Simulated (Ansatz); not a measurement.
BF₂H₆NSi₂, SMILES `FB(F)N([SiH3])[SiH3]`, one more setting.

```yaml
crystal:
  periodic: [false, false, false]
  atoms:
    - {symbol: F, position_ang: [1.386323, -2.194425, 0.639447]}
    - {symbol: B, position_ang: [0.356032, -1.394485, 0.878099]}
    - {symbol: F, position_ang: [-0.443035, -1.740152, 1.887470]}
    - {symbol: N, position_ang: [0.087009, -0.232096, 0.126469]}
    - {symbol: Si, position_ang: [-1.320252, 0.731310, 0.552728]}
    - {symbol: Si, position_ang: [1.077951, 0.309067, -1.215526]}
    - {symbol: H, position_ang: [-1.344438, 1.861315, -0.411468]}
    - {symbol: H, position_ang: [-2.564779, -0.062965, 0.419986]}
    - {symbol: H, position_ang: [-1.203086, 1.257655, 1.933601]}
    - {symbol: H, position_ang: [1.576273, 1.679598, -0.935719]}
    - {symbol: H, position_ang: [0.255117, 0.352413, -2.450939]}
    - {symbol: H, position_ang: [2.213984, -0.622337, -1.390148]}
basis:
  gaussian: {orbitals: aug-cc-pVDZ}
total_charge: 1
magnetization: {spin_polarized: true, initial_magnetization: 1}
hamiltonian: {xc: {name: wB97}}
accuracy: high
output: {forces: true}
```

```sh
$ ansatz run in.yaml --threads 4 --pin off --events-out ev --progress --plain --max-ram 11315MiB
```

Shortened log:

```
Functional definition: wB97
4062 factors; integrals over basis functions are off by at most 3.7e-9 eV
1138 factors; integrals over basis functions are off by at most 2.5e-9 eV
mean field evaluation 1: about -23431.7734 eV, gradient 5.9e1 eV
mean field evaluation 2: about -23427.3167 eV, gradient 6.7e1 eV
mean field evaluation 4: about -23446.1112 eV, gradient 4.1e0 eV
mean field evaluation 8: about -23446.4415 eV, gradient 5.5e-1 eV
mean field evaluation 16: about -23446.4646 eV, gradient 1.6e-2 eV
mean field evaluation 32: about -23446.4646 eV, gradient 2.3e-6 eV
mean field -23446.46461062 eV, -861.6416818559 hartree, gradient 3.8e-8 eV, S^2 0.759323; 0 other end points of the search recorded, 0 dependent functions left out
reference -23446.46460536 eV, -861.6416816623 hartree; 32, 31 occupied and 168, 169 virtual orbitals, 4062 factors
Total energy: -23446.46460536 eV, -861.6416816623 hartree
Atom 0 at     1.386323    -2.194425     0.639447 Å, force     0.049083     0.385096    -0.374901 eV/Å
Atom 1 at     0.356032    -1.394485     0.878099 Å, force     0.822236    -3.487539     2.243097 eV/Å
Atom 2 at    -0.443035    -1.740152     1.887470 Å, force    -0.238976     0.439187    -0.158545 eV/Å
Atom 3 at     0.087009    -0.232096     0.126469 Å, force    -0.361797     1.022976    -0.559188 eV/Å
Atom 4 at    -1.320252     0.731310     0.552728 Å, force    -2.358994     2.057975     0.303986 eV/Å
Atom 5 at     1.077951     0.309067    -1.215526 Å, force     2.263872     0.325179    -2.228848 eV/Å
Atom 6 at    -1.344438     1.861315    -0.411468 Å, force     0.214806    -0.067074    -0.130227 eV/Å
Atom 7 at    -2.564779    -0.062965     0.419986 Å, force     0.091266    -0.502070    -0.044691 eV/Å
Atom 8 at    -1.203086     1.257655     1.933601 Å, force     0.377178    -0.228213     0.269763 eV/Å
Atom 9 at     1.576273     1.679598    -0.935719 Å, force    -0.260502     0.239884     0.400722 eV/Å
Atom 10 at     0.255117     0.352413    -2.450939 Å, force    -0.534571    -0.031625     0.096046 eV/Å
Atom 11 at     2.213984    -0.622337    -1.390148 Å, force    -0.063602    -0.153774     0.182784 eV/Å
Dipole moment:    -0.187847     0.715353    -0.444521 e Å
```

Run time 90 s (4 threads of an Arm Neoverse V2 on a shared host); peak host memory 2.4 GiB.
